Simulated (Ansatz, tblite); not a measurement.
Removing an electron: Al₄N₄⁻. The state is a doublet with charge -1. Geometry: r2SCAN-D4/def2-SVPD. Ansatz, gas phase; energy differences of separate SCF runs; the oxidised species is a singlet (the triplet lies 2.21 eV higher at PBE0-D4/def2-TZVPD).

```xyz
8

Al   -1.4927    1.1428   -0.6351
Al    1.4927   -1.1428    0.6351
Al   -1.0116   -1.6217   -0.5404
Al    1.0116    1.6217    0.5404
N    -0.4215    2.4174   -0.0837
N    -2.1904   -0.4177   -1.0276
N     0.4218   -2.4174    0.0830
N     2.1901    0.4177    1.0284
```

The xTB rows come from tblite. Correlated methods freeze 24 core orbitals. The rows differ in basis, and correlated rows in double-zeta sets carry the largest basis error. The structure comes from a short search, and lower isomers may exist.

**Question.** Estimate orbital energies and vertical ionisation energies at: GFN1-xTB; GFN2-xTB; HF/def2-SVPD; PBE-D4/def2-TZVPD; PBE0-D4/def2-TZVPD; PBE-QIDH/def2-TZVPD; MP2/def2-SVPD; CCSD/def2-SVPD; CCSD(T)/def2-SVPD.

**Answer.** 
| level | −HOMO (eV) | vertical IE (eV) | −LUMO (eV) | HOMO–LUMO gap (eV) | remarks |
| --- | --- | --- | --- | --- | --- |
| GFN1-xTB | – | 5.60 | – | – | – |
| GFN2-xTB | – | 5.95 | – | – | – |
| HF/def2-SVPD | – | 0.66 | – | – | – |
| PBE-D4/def2-TZVPD | 0.29 | 2.12 | -0.22 | 0.50 | – |
| PBE0-D4/def2-TZVPD | 0.63 | 1.92 | -0.90 | 1.53 | – |
| PBE-QIDH/def2-TZVPD | – | 1.83 | – | – | – |
| MP2/def2-SVPD | – | 1.78 | – | – | – |
| CCSD/def2-SVPD | – | 1.54 | – | – | large T1 (0.025) (singlet) |
| CCSD(T)/def2-SVPD | – | 1.75 | – | – | large T1 (0.025) (singlet) |

  HOMO and LUMO are the levels of the spin that leaves or enters (xTB has no such levels and no spin-polarisation term). Other spin states of the ions may lie lower, which would lower the ionisation energy or raise the affinity. Raw xTB energy differences between charge states are shifted by several eV; the methods need an empirical correction for them.
